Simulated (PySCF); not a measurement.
Geometries of 2 isomers of C8H6O, from PySCF 2.14.0, PBE0-D3(BJ)/def2-SVP geometry optimisation, gas phase. One conformer each, no zero-point energy, no frequencies.

Question: Which isomer lies lower at this level?
A.
```xyz
15
angstrom
C      3.485   -0.894    0.047
C      2.336   -0.505    0.037
C      0.982   -0.045    0.027
C      0.696    1.325   -0.068
C     -0.631    1.750   -0.077
C     -1.675    0.836    0.007
C     -1.395   -0.532    0.102
O     -2.439   -1.382    0.181
C     -0.071   -0.970    0.112
H      4.503   -1.237    0.055
H      1.515    2.043   -0.134
H     -0.857    2.816   -0.150
H     -2.718    1.157    0.001
H     -2.112   -2.286    0.241
H      0.158   -2.037    0.185
```
B.
```xyz
15
angstrom
C     -1.925   -0.558   -0.032
C     -1.789    0.857    0.156
C     -0.564    1.460    0.218
C      0.600    0.646    0.089
C      1.956    0.892    0.098
O      2.623   -0.260   -0.071
C      1.750   -1.272   -0.190
C      0.463   -0.785   -0.101
C     -0.834   -1.374   -0.159
H     -2.929   -0.987   -0.074
H     -2.695    1.461    0.251
H     -0.472    2.539    0.361
H      2.557    1.791    0.209
H      2.170   -2.264   -0.330
H     -0.949   -2.450   -0.302
```

Answer: B. That is `C1=CC2=COC=C2C=C1`, 28.2 kcal/mol below the other.

| SMILES | atoms numbered as above | E (Eh) | relative (kcal/mol) | relative (kJ/mol) | dipole (D) |
| --- | --- | --- | --- | --- | --- |
| c1ccc2cocc2c1 | [cH:1]1[cH:2][cH:3][c:4]2[cH:5][o:6][cH:7][c:8]2[cH:9]1 | -382.95049 | 0.0 | 0.0 | 0.26 |
| C#Cc1cccc(O)c1 | [CH:1]#[C:2][c:3]1[cH:4][cH:5][cH:6][c:7]([OH:8])[cH:9]1 | -382.90557 | 28.2 | 117.9 | 0.95 |

As drawn, the higher has a C≡C bond and an O–H bond, which the lower lacks.
